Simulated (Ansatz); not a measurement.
Mg6N3⁺. Total charge 1; triplet. Geometry r2SCAN-D4/def2-SVP, that of the neutral doublet; atoms count from 1.

```xyz
9

Mg    1.732   -0.333   -1.332
Mg    0.775    0.270    1.122
Mg   -1.627   -0.967    1.142
Mg    0.253   -3.207   -0.478
Mg   -0.212    2.649    0.391
Mg   -0.832    0.456   -1.013
N     1.031    1.419   -0.652
N     0.103   -1.281   -0.188
N    -1.224    0.993    1.009
```

At PBE0-D4/def2-TZVP a singlet of charge 1 lies 0.33 eV below the triplet at the same geometry. The structure comes from a short search, and lower isomers may exist.

Q: Estimate the Mulliken populations from the PBE0/def2-TZVP orbitals of Ansatz.

A: 
```json
{"atom": "Mg1", "charge (e)": "0.53", "spin (α − β)": "0.40"}
{"atom": "Mg2", "charge (e)": "0.93", "spin (α − β)": "0.27"}
{"atom": "Mg3", "charge (e)": "0.53", "spin (α − β)": "0.40"}
{"atom": "Mg4", "charge (e)": "0.54", "spin (α − β)": "0.78"}
{"atom": "Mg5", "charge (e)": "0.51", "spin (α − β)": "0.29"}
{"atom": "Mg6", "charge (e)": "0.93", "spin (α − β)": "0.27"}
{"atom": "N7", "charge (e)": "-0.87", "spin (α − β)": "-0.21"}
{"atom": "N8", "charge (e)": "-1.23", "spin (α − β)": "0.01"}
{"atom": "N9", "charge (e)": "-0.87", "spin (α − β)": "-0.21"}
```
Mulliken values depend strongly on the basis.

Q: Where does the spin sit?

A: Summed by element: Mg 2.40, N -0.40, of 2 unpaired in all. Largest on single atoms: Mg4 0.78, Mg1 0.40, Mg3 0.40.

Q: And the Mayer bond orders between heavy atoms (over 0.3)?

A: Mg1–N7 1.00 (2.01 Å); Mg1–N8 0.47 (2.20 Å); Mg2–N7 0.45 (2.13 Å); Mg2–N9 0.45 (2.13 Å); Mg3–N8 0.47 (2.20 Å); Mg3–N9 1.00 (2.01 Å); Mg4–N8 0.82 (1.95 Å); Mg5–N7 0.84 (2.04 Å); Mg5–N9 0.84 (2.04 Å); Mg6–N7 0.45 (2.13 Å); Mg6–N9 0.45 (2.13 Å).
